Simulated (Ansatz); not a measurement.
C₈H₂₀N₂Si₂ (`C[Si](C)(C)/N=C/C=N/[Si](C)(C)C`). Total charge 0; spin multiplicity 1. The geometry is a stationary point of PBE0-D4/def2-TZVP. It is one conformer, not always the lowest.

```xyz
32

C     0.366    3.979    0.377
Si    0.098    2.825    1.829
C    -1.504    3.232    2.697
C     1.543    2.915    3.008
N    -0.027    1.146    1.337
C     0.056    0.722    0.152
C    -0.063   -0.721   -0.153
N     0.024   -1.145   -1.338
Si   -0.098   -2.825   -1.829
C    -1.524   -2.912   -3.031
C    -0.393   -3.976   -0.380
C     1.516   -3.238   -2.671
H     1.290    3.747   -0.159
H     0.438    5.014    0.724
H    -0.460    3.928   -0.337
H    -1.482    4.249    3.098
H    -2.352    3.158    2.012
H    -1.678    2.542    3.526
H     1.405    2.220    3.840
H     2.477    2.656    2.503
H     1.649    3.923    3.418
H     0.219    1.351   -0.738
H    -0.229   -1.350    0.737
H    -1.628   -3.921   -3.440
H    -1.370   -2.220   -3.862
H    -2.466   -2.649   -2.542
H    -1.325   -3.739    0.141
H    -0.464   -5.011   -0.726
H     0.422   -3.928    0.347
H     2.353   -3.167   -1.971
H     1.498   -4.256   -3.071
H     1.707   -2.550   -3.497
```

(1) What is the dipole moment at B3LYP/def2-TZVPP? (An estimate is asked.)

(2) Give the Mulliken charges with B3LYP, ωB97M-V, r2SCAN in def2-TZVPP. (An estimate is asked.)

Answers

(1) Ansatz gave: 0.00 D, zero by symmetry or nearly so.

(2) Ansatz gave: 
```json
{"atom": "C1", "B3LYP": "-0.42", "ωB97M-V": "-0.49", "r2SCAN": "-0.34"}
{"atom": "Si2", "B3LYP": "0.57", "ωB97M-V": "0.53", "r2SCAN": "0.55"}
{"atom": "C3", "B3LYP": "-0.39", "ωB97M-V": "-0.44", "r2SCAN": "-0.31"}
{"atom": "C4", "B3LYP": "-0.39", "ωB97M-V": "-0.44", "r2SCAN": "-0.31"}
{"atom": "N5", "B3LYP": "-0.26", "ωB97M-V": "-0.30", "r2SCAN": "-0.32"}
{"atom": "C6", "B3LYP": "-0.04", "ωB97M-V": "0.01", "r2SCAN": "0.04"}
{"atom": "C7", "B3LYP": "-0.04", "ωB97M-V": "0.01", "r2SCAN": "0.04"}
{"atom": "N8", "B3LYP": "-0.26", "ωB97M-V": "-0.30", "r2SCAN": "-0.32"}
{"atom": "Si9", "B3LYP": "0.57", "ωB97M-V": "0.53", "r2SCAN": "0.55"}
{"atom": "C10", "B3LYP": "-0.39", "ωB97M-V": "-0.44", "r2SCAN": "-0.31"}
{"atom": "C11", "B3LYP": "-0.42", "ωB97M-V": "-0.49", "r2SCAN": "-0.34"}
{"atom": "C12", "B3LYP": "-0.39", "ωB97M-V": "-0.44", "r2SCAN": "-0.31"}
{"atom": "H13", "B3LYP": "0.10", "ωB97M-V": "0.12", "r2SCAN": "0.07"}
{"atom": "H14", "B3LYP": "0.10", "ωB97M-V": "0.12", "r2SCAN": "0.07"}
{"atom": "H15", "B3LYP": "0.10", "ωB97M-V": "0.12", "r2SCAN": "0.07"}
{"atom": "H16", "B3LYP": "0.09", "ωB97M-V": "0.11", "r2SCAN": "0.07"}
{"atom": "H17", "B3LYP": "0.09", "ωB97M-V": "0.11", "r2SCAN": "0.07"}
{"atom": "H18", "B3LYP": "0.10", "ωB97M-V": "0.12", "r2SCAN": "0.08"}
{"atom": "H19", "B3LYP": "0.10", "ωB97M-V": "0.12", "r2SCAN": "0.08"}
{"atom": "H20", "B3LYP": "0.09", "ωB97M-V": "0.11", "r2SCAN": "0.07"}
{"atom": "H21", "B3LYP": "0.09", "ωB97M-V": "0.11", "r2SCAN": "0.07"}
{"atom": "H22", "B3LYP": "0.07", "ωB97M-V": "0.09", "r2SCAN": "0.05"}
{"atom": "H23", "B3LYP": "0.07", "ωB97M-V": "0.09", "r2SCAN": "0.05"}
{"atom": "H24", "B3LYP": "0.09", "ωB97M-V": "0.11", "r2SCAN": "0.06"}
{"atom": "H25", "B3LYP": "0.10", "ωB97M-V": "0.12", "r2SCAN": "0.08"}
{"atom": "H26", "B3LYP": "0.09", "ωB97M-V": "0.11", "r2SCAN": "0.07"}
{"atom": "H27", "B3LYP": "0.10", "ωB97M-V": "0.12", "r2SCAN": "0.07"}
{"atom": "H28", "B3LYP": "0.10", "ωB97M-V": "0.12", "r2SCAN": "0.07"}
{"atom": "H29", "B3LYP": "0.10", "ωB97M-V": "0.12", "r2SCAN": "0.07"}
{"atom": "H30", "B3LYP": "0.09", "ωB97M-V": "0.11", "r2SCAN": "0.07"}
{"atom": "H31", "B3LYP": "0.09", "ωB97M-V": "0.11", "r2SCAN": "0.07"}
{"atom": "H32", "B3LYP": "0.10", "ωB97M-V": "0.12", "r2SCAN": "0.08"}
```

B3LYP here is the variant with VWN-RPA as its local correlation; programs differ in this.
